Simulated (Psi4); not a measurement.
Pair of molecules: SiH4 (SMILES [SiH4]) (first 5 atoms) with CH3NO (SMILES NC=O); geometry from B3LYP-D3(BJ)/def2-TZVP, rigid monomers moved along the line of their centres of mass till Si1···O8 is 2.82 Å.
(charge 0, multiplicity 1):
```json
[
 {"atom": "Si", "x (Å)": "-0.0140", "y (Å)": "-0.0004", "z (Å)": "0.1624"},
 {"atom": "H", "x (Å)": "0.6147", "y (Å)": "1.0408", "z (Å)": "1.0129"},
 {"atom": "H", "x (Å)": "0.2391", "y (Å)": "0.3896", "z (Å)": "-1.2487"},
 {"atom": "H", "x (Å)": "-1.4700", "y (Å)": "-0.0371", "z (Å)": "0.3943"},
 {"atom": "H", "x (Å)": "0.6207", "y (Å)": "-1.3088", "z (Å)": "0.4132"},
 {"atom": "N", "x (Å)": "0.8270", "y (Å)": "0.5809", "z (Å)": "3.7169"},
 {"atom": "C", "x (Å)": "-0.0530", "y (Å)": "-0.4461", "z (Å)": "3.7382"},
 {"atom": "O", "x (Å)": "-0.6073", "y (Å)": "-0.9061", "z (Å)": "2.7631"},
 {"atom": "H", "x (Å)": "1.0502", "y (Å)": "1.0219", "z (Å)": "2.8384"},
 {"atom": "H", "x (Å)": "1.2479", "y (Å)": "0.9227", "z (Å)": "4.5622"},
 {"atom": "H", "x (Å)": "-0.2240", "y (Å)": "-0.8404", "z (Å)": "4.7558"}
]
```

All values below come from SAPT0/jun-cc-pV(D+d)Z in Psi4 1.11.

Task: Give the four SAPT terms and the total, and say what mostly holds the pair together.

Result: electrostatics -378.4, exchange 634.7, induction -152.2, dispersion -157.2, total -53.1 meV; the largest attraction is electrostatics.
